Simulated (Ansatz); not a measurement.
`Cl[SiH](Cl)I` + `O[SiH3]` → `[SiH3]O[SiH](Cl)Cl` + HI at 298.15 K and 1 bar (ligand exchange at the Si–I bond).

Gas-phase electronic energies from Ansatz, PBE0-D4/def2-TZVP geometries. CBS: MP2 limit from def2 TZ/QZ plus the TZ coupled-cluster correction, frozen cores. def2 core potentials past Kr. For I outer-core shells are correlated without core-valence functions, which leaves a few kJ/mol of doubt a bond. One conformer a species, not always the lowest.

```csv
species,CCSD(T)/CBS energy (Eh),H − E (kJ/mol),S (J/(mol·K))
`Cl[SiH](Cl)I`,-1506.81701,52.0,344.2
`O[SiH3]`,-366.69042,113.6,257.8
`[SiH3]O[SiH](Cl)Cl`,-1575.48976,135.6,395.8
HI,-298.03592,22.7,206.5
```

H − E and S are ideal-gas, rigid-rotor, harmonic terms from PBE0-D4/def2-TZVP, for one conformer and one mirror image of each species. 1 Eh = 2625.50 kJ/mol, R = 8.31446 J/(mol·K).

By hand: ΔE, ΔH, ΔS and ΔG.

ΔE = (-1575.48976) + (-298.03592) − (-1506.81701) − (-366.69042) = -0.01825 Eh = -47.9 kJ/mol. Δ(H − E) = 135.6 + 22.7 − 52.0 − 113.6 = -7.3, so ΔH = -55.2 kJ/mol. ΔS = 395.8 + 206.5 − 344.2 − 257.8 = 0.3 J/(mol·K). ΔG = -55.2 − 298.15 × (0.3)/1000 = -55.3 kJ/mol.

By hand: the equilibrium constant, and the temperature at which ΔG would vanish if ΔH and ΔS stayed fixed.

log₁₀ K = −ΔG/(RT ln 10) = 9.7. ΔH and −TΔS have one sign here, so there is no such temperature.

The number of gas molecules stays the same, so ΔS is small and ΔH decides. A doubt of 5 kJ/mol in ΔE shifts log₁₀ K by 0.9 here. Other conformers and mirror images would add mixing entropy, several J/(mol·K) or more a flexible species. Modes under 60 cm⁻¹, often nearly free rotors, make the harmonic entropy too high. These are equilibria of isolated gas molecules and say nothing of rates. Largest T1 diagnostic: 0.011 (customary marks: 0.02 for closed shells, 0.045 for open ones).

ΔS is within the doubt of such terms, so its sign, and with it that verdict, could turn.
